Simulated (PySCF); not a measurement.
Match the calculated data to a structure.

All candidates are C4H7FO2Si.

- Polarisability: 84.8 au [CAM-B3LYP/def2-SVPD]
- NMR, other nuclei: isotropic shieldings of nuclei other than C and H, by class: -178 (1 O), 98 (1 O), 431 (1 F), 403 (1 Si) ppm [GIAO PBE0/pcSseg-1]
- 13C NMR: chemical shifts (computed TMS as zero) by class: 183.7 (1 C), 156.4 (1 C), 124.0 (1 C), 87.6 (1 C) ppm [GIAO PBE0/pcSseg-1]
- Rotational structure: rotational constants A, B, C: 3.256, 0.683, 0.639 GHz [GFN2-xTB]
- 1H NMR: chemical shifts (computed TMS as zero) by class: 6.66 (1 H), 6.62 (1 H), 6.47 (1 H), 5.34 (2 H), 4.65 (2 H) ppm [GIAO PBE0/pcSseg-1]
- Triplet: lowest triplet excitation (Tamm–Dancoff): 4.25 eV [TDA CAM-B3LYP/def2-SVPD]

Gas-phase values; electronic properties from PySCF, density fitting. Levels stand in brackets. The structure is a single GFN2-xTB conformer in the gas phase; no vibrational or solvent corrections. NMR values are class means; diastereotopic atoms form classes of their own.

Task: Which candidate is it?
A. `O=C(O)[SiH2]/C=C\CF`
B. `CC1=C(O[SiH2]O)[C@H]1F`
C. `O=C(O)[SiH2]/C=C/CF`

Result: C. It is `O=C(O)[SiH2]/C=C/CF`. Numbering: `[O:1]=[C:2]([OH:3])[SiH2:4]/[CH:5]=[CH:6]/[CH2:7][F:8]`. Its formula, C4H7FO2Si, gives 2 degrees of unsaturation: 0 rings and 2 π bonds in the structure found. 4 carbons fall into 4 classes; from least to most shielded: carbonyl carbon [C2] (183.7 ppm), alkene CH carbon [C6] (156.4 ppm), alkene CH carbon [C5] (124.0 ppm), sp3 C–F carbon [C7] (87.6 ppm). Hydrogen classes from least to most shielded: 1 H on an acid hydroxyl oxygen, O3 (6.66 ppm), 1 H on an alkene CH carbon, C5 (6.62 ppm), 1 H on an alkene CH carbon, C6 (6.47 ppm), 2 H on an sp3 C–F carbon, C7 (5.34 ppm), 2 H on an SiH2 silicon, Si4 (4.65 ppm). The other shieldings belong to: -178 ppm, acid carbonyl oxygen [O1]; 98 ppm, acid hydroxyl oxygen [O3]; 431 ppm, alkyl fluorine [F8]; 403 ppm, SiH2 silicon [Si4]. The optimised geometry has point group C1 and is an asymmetric top.

The others, at the same levels:
- `CC1=C(O[SiH2]O)[C@H]1F` fails: its computed 13C shifts are 138.6 (1 C), 94.9 (1 C), 75.1 (1 C), 9.5 (1 C) ppm, 1H shifts are 5.17 (1 H), 5.15 (1 H), 4.96 (1 H), 3.08 (1 H), 2.16 (3 H) ppm and lowest triplet excitation (Tamm–Dancoff) is 5.01 eV (against 4.25 eV).
- `O=C(O)[SiH2]/C=C\CF` fails: its computed static isotropic polarisability is 83.1 au (against 84.8 au), rotational constant A is 4.208 GHz (against 3.256 GHz) and smallest rotational constant is 0.688 GHz (against 0.639 GHz).

Each candidate is one conformer, not necessarily the lowest. The conformers computed, where there is a choice (atom-mapped SMILES and torsion angles):
- `[O:1]=[C:2]([OH:3])[SiH2:4]/[CH:5]=[CH:6]/[CH2:7][F:8]`: O1–C2–Si4–C5 -109°, C2–Si4–C5–C6 120°, C5–C6–C7–F8 1°, H–O3–C2–O1 0°
- `[CH3:1][C:2]1=[C:3]([O:4][SiH2:5][OH:6])[C@H:7]1[F:8]`: C2–C3–O4–Si5 165°, C3–O4–Si5–O6 -16°, H–O6–Si5–O4 -23°
- `[O:1]=[C:2]([OH:3])[SiH2:4]/[CH:5]=[CH:6]\[CH2:7][F:8]`: O1–C2–Si4–C5 0°, C2–Si4–C5–C6 180°, C5–C6–C7–F8 0°, H–O3–C2–O1 0°
